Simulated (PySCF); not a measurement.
## Dipole moment and polarisability of `CS(=O)(=O)C[O][GeH3]`

Species: C₂H₈GeO₃S.
Cartesian coordinates in Å at the PBE0-D3(BJ)/def2-SVP level; atoms count from 1:
```xyz
15
C2H8GeO3S angstrom
C     -1.867    0.974   -0.082
S     -1.114   -0.571    0.388
O     -2.119   -1.628    0.340
O     -0.341   -0.322    1.612
C      0.129   -0.881   -0.903
O      1.084    0.094   -0.920
Ge     2.299    0.295    0.419
H     -1.073    1.708   -0.269
H     -2.493    0.813   -0.969
H     -2.480    1.273    0.778
H     -0.408   -0.934   -1.865
H      0.485   -1.898   -0.637
H      2.488   -1.071    1.091
H      1.841    1.406    1.367
H      3.553    0.726   -0.361
```

Level: wB97X-D/def2-SVPD (PySCF), static field, nuclei fixed, core orbitals frozen in the response. The polarisability tensor in these axes (au):

```
x   96.28  3.07  0.62
y    3.07 81.77  1.20
z    0.62  1.20 76.60
```

Question: Give the principal values, the mean and the anisotropy Δα = √{½[(α1 − α2)² + (α2 − α3)² + (α1 − α3)²]}.

Answer: Principal values 76.33, 81.38 and 96.94 au; mean 84.88 au = 12.58 Å³ = 14.00 × 10⁻⁴⁰ C²·m²/J; Δα = 18.61 au (22 % of the mean).

Question: What is the dipole moment, and where does it point?

Answer: (1.21, 2.31, -2.16) D, 3.38 D in size, pointing from the negative to the positive side. Measured along this direction, the outermost atoms are O3 at the negative end and H15 at the positive end.

Question: In TDDFT the mean static polarisability is Σ f/ω² over all singlet excitations (ω in hartree). How much of it do the 10 lowest give? Their energies (eV) and oscillator strengths: 6.91, 0.0020; 7.53, 0.0198; 7.75, 0.0452; 7.87, 0.0335; 8.16, 0.0056; 8.33, 0.0078; 8.43, 0.0244; 8.52, 0.0003; 8.58, 0.0376; 8.64, 0.0174.

Answer: They add up to 2.20 au, 2.6 % of the 84.88 au; the largest single term is 0.56 au, from the state at 7.75 eV. Terms in order: 0.03, 0.26, 0.56, 0.40, 0.06, 0.08, 0.25, 0.00, 0.38, 0.17 au. Higher excitations give the rest. The strengths listed sum to 0.194.

Question: What molar refraction does this α imply?

Answer: Lorentz–Lorenz: R = (4π/3)N_A α = 2.5225 cm³/(mol·Å³) × 12.58 Å³ = 31.7 cm³/mol, in the limit of long wavelengths.

Question: Refractivity n − 1 of an ideal gas of it at 500 K and 1 atm, from the electronic α?

Answer: N = p/kT = 1.4678 × 10¹⁹ cm⁻³, so n − 1 = 2π × N × 12.58 × 10⁻²⁴ cm³ = 1160 × 10⁻⁶ at long wavelengths, for an ideal gas.

Question: Directions of the eigenvectors, and the extent of the frame along each?

Answer: Largest value along (0.98, 0.20, 0.04), where the nuclei span 6.00 Å; middle along (-0.21, 0.96, 0.21), 3.94 Å; least along (0.00, -0.22, 0.98), 3.26 Å. The response follows the extents in order.

Geometry: PBE0-D3(BJ)/def2-SVP, one conformer, isolated molecule. The calculation is non-relativistic, for germanium too.
